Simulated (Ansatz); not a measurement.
CH4BFOS, SMILES `OCB(F)S`. The species carries charge 0 and has multiplicity 1.

```xyz
9

O    -0.695   -0.601    1.660
C     0.133   -0.525    0.517
B    -0.239    0.620   -0.491
F    -1.157    1.513   -0.123
S     0.507    0.857   -2.113
H    -1.139    0.243    1.774
H     0.095   -1.494    0.005
H     1.189   -0.395    0.812
H     1.307   -0.219   -2.041
```

Question: Give the diagnostics of a CCSD(T)/def2-TZVPP run (frozen core, the Gaussian-basis code of Ansatz). (Estimate.)

Answer: The calculation gave: T1 = 0.0125, largest single amplitude 0.032, largest double 0.031, (T) share of the correlation energy 3.6 %, 10 CCSD cycles. The RHF solution is stable towards an unrestricted one. T1 lies under the customary mark of 0.02 for closed shells.
